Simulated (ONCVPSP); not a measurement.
**Reading a pseudo-wave (Sb (Z = 51))**

Columns: radius, all-electron u(r) and pseudo u(r) of the 4d shell (level -34.16 eV) of antimony in the configuration [Ar] 3d10 4s2 4p6 4d10 5s1.5 5p3.5; PBEsol, scalar-relativistic, ONCV scheme, ONCVPSP 4.0.1.

```
r (bohr)  all-electron  pseudo
   0.080       -0.2279  0.0052
   0.160       -0.5384  0.0393
   0.240       -0.5196  0.1200
   0.320       -0.2486  0.2509
   0.400        0.1099  0.4220
   0.480        0.4484  0.6132
   0.560        0.7177  0.7965
   0.640        0.9051  0.9436
   0.720        1.0167  1.0369
   0.800        1.0668  1.0762
   0.880        1.0708  1.0734
   0.960        1.0425  1.0425
   1.040        0.9930  0.9928
   1.120        0.9308  0.9306
   1.200        0.8620  0.8619
   1.280        0.7910  0.7908
   1.360        0.7206  0.7205
   1.440        0.6528  0.6526
   1.520        0.5887  0.5886
   1.600        0.5290  0.5289
   1.680        0.4739  0.4739
   1.760        0.4236  0.4236
   1.840        0.3780  0.3779
   1.920        0.3367  0.3366
   2.000        0.2995  0.2994
   2.080        0.2661  0.2660
```

**Question.** How many radial nodes do the two functions have?

**Answer.** The all-electron 4d function has n − l − 1 = 1; the pseudo-wave has 0, since the states of the same l below it are removed with the core.

**Question.** At about which radius was the pseudo-wave matched?

**Answer.** 1.05 bohr. The columns agree to 0.0005 from 0.96 bohr on; several derivatives are matched, so the curves merge somewhat inside the radius.

**Question.** Where does each function peak?

**Answer.** Outermost all-electron maximum near 0.88 bohr, pseudo maximum near 0.80 bohr (to the table’s step).

**Question.** Is the pseudo-wave norm-conserving?

**Answer.** Yes: the ONCV scheme keeps the norm inside the radius equal to the all-electron one, which fixes the energy derivative of the logarithmic derivative at the level.
